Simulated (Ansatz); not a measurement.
Relaxation of CH7O2Si (11 atoms, charge 0, multiplicity 2), to a largest force component of 0.03 eV/Å in at most 50 steps.

All numbers below come from UKS LDA/def2-SVP in Ansatz 0.2.0.

```xyz
11
Properties=species:S:1:pos:R:3
Si -0.033 -0.024 -0.146
H -0.037 -0.017 1.338
H 1.359 0.031 -0.697
O -0.771 1.306 -0.797
H -1.742 1.325 -0.740
O -0.811 -1.403 -0.648
H -1.188 -1.973 0.040
C 0.003 0.012 3.644
H -0.590 -0.906 3.794
H 1.104 -0.041 3.668
H -0.496 0.995 3.672
```

Q: Where does it end, and by what steps?

A: The run converged. The force dipped under the threshold on the way, but the program's further checks kept it going. After 42 steps the energy has fallen by 1.155 eV; H7 moved furthest, 1.78 Å. Parted: Si1–H2 (1.48 → 3.11 Å). Joined: H2–C8 (2.31 → 1.11 Å).

```tsv
step	energy less start (eV)	largest force component (eV/Å)	accepted
0	0.0000	0.798	yes
2	-0.0910	0.639	yes
4	-0.3978	1.561	yes
6	-0.6203	4.995	no
8	-0.9686	0.414	yes
10	-1.0263	0.315	yes
12	-1.0386	0.197	yes
14	-1.0455	0.166	yes
16	-1.0575	0.464	yes
18	-1.0835	0.160	yes
20	-1.1001	0.241	yes
22	-1.1187	0.300	yes
24	-1.1287	0.129	yes
26	-1.1311	0.043	yes
28	-1.1324	0.074	yes
30	-1.1343	0.066	yes
32	-1.1348	0.083	yes
34	-1.1364	0.212	no
36	-1.1393	0.102	yes
38	-1.1445	0.141	yes
40	-1.1526	0.125	yes
42	-1.1546	0.021	yes
```

```xyz
11
Properties=species:S:1:pos:R:3
Si 0.019 0.417 -0.399
H 0.101 0.760 2.689
H 1.366 0.193 -1.060
O -0.964 0.776 -1.689
H -1.921 0.778 -1.502
O -0.549 -0.963 0.343
H -0.491 -0.955 1.321
C -0.132 -0.189 3.217
H -1.187 -0.474 3.018
H 0.564 -0.985 2.881
H -0.006 -0.054 4.309
```

Whether the end is a true minimum wasn't checked by a vibrational analysis.

The run took 25 s on 4 threads of Arm Neoverse V2, on a shared host, peak memory 0.14 GiB.
